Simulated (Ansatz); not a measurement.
Li₄S⁻. Total charge -1; doublet. Geometry B3LYP-D4/def2-TZVP, that of the neutral singlet.

```xyz
5

Li    1.213    2.093    2.284
Li    1.057    0.880   -0.501
Li   -0.586   -0.130    1.253
Li   -1.288   -2.101   -2.173
S    -0.397   -0.742   -0.863
```

At PBE-D4/def2-TZVPD, r2SCAN-D4/def2-TZVPD, PBE0-D4/def2-TZVPD the highest occupied level of the charge -1 doublet lies above zero (up to 0.77 eV). By energy differences its removal costs 0.63 eV (vertical, to the charge 0 singlet, at PBE-D4/def2-TZVPD); a positive level beside a positive removal energy at the same level points to self-interaction error. At PBE-D4/def2-TZVPD the gap within one spin of the charge -1 doublet nearly closes, so an electron or hole may be smeared out by delocalisation error. At r2SCAN-D4/def2-TZVPD the charge -1 doublet is spin-contaminated (final ⟨S²⟩ up to 1.02, 0.75 for a pure state). Another isomer (singlet) lies 0.06 eV lower at PBE-D4/def2-TZVP.

(1) Estimate the α-spin orbital energies around the gap (eV) in Ansatz with PBE-D4/def2-TZVPD, r2SCAN-D4/def2-TZVPD, PBE0-D4/def2-TZVPD.

## Answers

(1) 
```tsv
orbital	PBE-D4/def2-TZVPD	r2SCAN-D4/def2-TZVPD	PBE0-D4/def2-TZVPD
HOMO−5	-11.09	-11.78	-13.16
HOMO−4	-2.51	-2.77	-3.66
HOMO−3	-1.78	-2.01	-2.82
HOMO−2	-1.39	-1.62	-2.37
HOMO−1	-0.48	-0.64	-1.22
HOMO	0.77	0.77	0.55
LUMO	0.88	0.92	1.19
LUMO+1	0.99	1.26	1.28
LUMO+2	1.41	1.53	1.68
LUMO+3	1.83	2.09	2.17
LUMO+4	2.03	2.14	2.40
LUMO+5	2.18	2.32	2.59
β HOMO	-0.44	-0.63	-1.22
β LUMO	0.93	1.22	1.21
```
